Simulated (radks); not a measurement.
All-electron atom: Cd3+ in [Kr] 4d8 5s1 (not the ground configuration).

Method: scalar-relativistic Kohn-Sham, PBE, spin-unpolarised, spherical densities, point nucleus; computed with a radial shooting solver on a logarithmic mesh with Libxc functionals.

Energy parts (hartree):
part                        energy
total                  -5591.74029
kinetic                 5818.96294
electron-nucleus      -13452.08795
Hartree                 2194.25953
exchange-correlation    -152.87482

Orbitals (lengths in bohr, moments of r in powers of bohr; <r^-3> diverges for s and p1/2; r(max) is where P^2 peaks):
orbital  occ.  eigenvalue (hartree)      <r>  <r^-3>      <r^4>   r(max)
1s          2             -976.3728  0.03040       -  4.064e-06  0.01968
2s          2             -146.3007   0.1317       -  0.0007172   0.1112
2p          6             -131.4334   0.1149    4068  0.0005148  0.08899
3s          2             -28.53950   0.3583       -    0.03296   0.3238
3p          6             -23.66293   0.3570   736.2    0.03513   0.3171
3d         10             -16.03478   0.3346   100.9    0.03304   0.2658
4s          2              -5.40845   0.8718       -      1.099   0.7932
4p          6              -3.95941   0.9450   128.7      1.605   0.8412
4d          8              -1.85625    1.167   11.96      4.526   0.9575
5s          1              -1.25984    2.221       -      44.51    1.995

The highest occupied level is 5s at -34.282 eV. The density falls to 0.001 e/bohr^3 at r = 3.43 bohr. Summed over all electrons, <r^2> = 28.83 bohr^2, which gives a Langevin (diamagnetic) susceptibility term of -22.8 x 10^-6 cm^3/mol.
